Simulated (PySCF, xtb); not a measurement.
C2H4BNO3, SMILES COB(O)N=C=O.

xtb with GFN2-xTB at its own geometry gives an orbital gap of 6.02 eV and a dipole moment of 2.92 D.

Geometry optimised at B3LYP-D3(BJ)/def2-SVP. This is a generated structure with no PubChem entry under its InChIKey; it may be hypothetical. Other conformers were not sampled.

### Question
What does PySCF with ωB97X/def2-TZVP give? (Estimate from the structure and the level; the computed values follow.)

### Answer
gap 13.38 eV (levels -10.98 and 2.41 eV), dipole 2.45 D.
